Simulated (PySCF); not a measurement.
**[GaF4]-: from structure and modes to constants**

All numbers come from PBE0/[Ga def2-SVPD, F def2-SVPD], no relativity, density fitting, PySCF.

The singlet minimum has Td symmetry. Masses (u): Ga 68.92558, F 18.99840.

```xyz
5
charge -1 multiplicity 1, angstrom
Ga    0.0000    0.0000    0.0000
F     1.0371   -1.0371    1.0371
F    -1.0371    1.0371    1.0371
F     1.0371    1.0371   -1.0371
F    -1.0371   -1.0371   -1.0371
```

Harmonic wavenumbers (cm⁻¹): 159.0 (e, ×2), 225.3 (t2, ×3), 587.0 (a1, ×1), 620.8 (t2, ×3).

Task: What is the harmonic zero-point energy?

Result: Half the sum of all 9 wavenumbers, 3443/2 = 1722 cm⁻¹, which is 20.6 kJ/mol (1 cm⁻¹ = 0.0119627 kJ/mol).

Task: Give the standard entropy (298.15 K, 1 bar) by its translational, rotational, vibrational and spin parts, and Cp.

Result: Sackur–Tetrode with M = 144.92 u gives 170.9; rotation with symmetry number 12 gives 91.4; vibration 52.7; spin R ln 1 = 0.0. The total is 315.0 J/(mol K), and Cp = 4 R + 55.3 = 88.6 J/(mol K).

This need not be the most stable arrangement of these atoms. The lowest empty level of this anion is unbound, so it and the gap depend on the basis.
